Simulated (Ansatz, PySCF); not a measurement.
Gas-phase reaction in SMILES: [C][OH+] -> C#[O+]
Each molecule is optimised on its own at B3LYP-D3(BJ)/def2-TZVP (Ansatz, a quantum-chemistry and plane-wave program).

Property: isomerisation energy (0 K, with B3LYP-D3(BJ) harmonic zero-point energies from PySCF), in kcal/mol. Correlated levels leave the core frozen unless marked. No spin-orbit coupling. Non-relativistic. Basis-set limits of correlation are two-point, X^-3; Hartree-Fock from the larger set (for Q and 5 zeta extrapolated as (X+1)exp(-9√X)).

```csv
level,program,isomerisation energy (kcal/mol)
MP2/def2-QZVPP,Ansatz,-43.8
"RI-MP2/CBS(def2-TZVPPD,def2-QZVPPD)",Ansatz,-43.6
SCS-MP2/aug-cc-pVTZ,Ansatz,-42.5
SCS-MP2/def2-QZVPP,Ansatz,-42.6
```

Task: What does CCSD(T)/CBS(cc-pVQZ,cc-pV5Z) (Ansatz) give?

Result: -37.6 kcal/mol
